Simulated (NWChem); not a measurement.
Molecule: SiHOCl, singlet; SMILES O[Si]Cl

```xyz
4

Si     0.6696     0.6004     0.0000
Cl    -0.1676    -1.3390     0.0000
O     -0.7406     1.4883     0.0000
H     -0.6012     2.4497     0.0000
```
Atoms are numbered in this order, from 1.

Results from NWChem. Low-valent species are run as closed-shell singlets; no triplet was tried in these runs. The geometry was optimised at B3LYP/6-31G* (spherical d). Ions are spin-unrestricted doublets at the neutral geometry; other ion states weren't tried.

Q: Predict the results for LDA (Slater exchange, VWN5)/def2-TZVP. Quantities: vertical ionisation energy, ΔSCF (eV); −ε(HOMO) (eV).

A: 
```json
{
  "vertical ionisation energy, ΔSCF (eV)": "9.75",
  "−ε(HOMO) (eV)": "6.41"
}
```
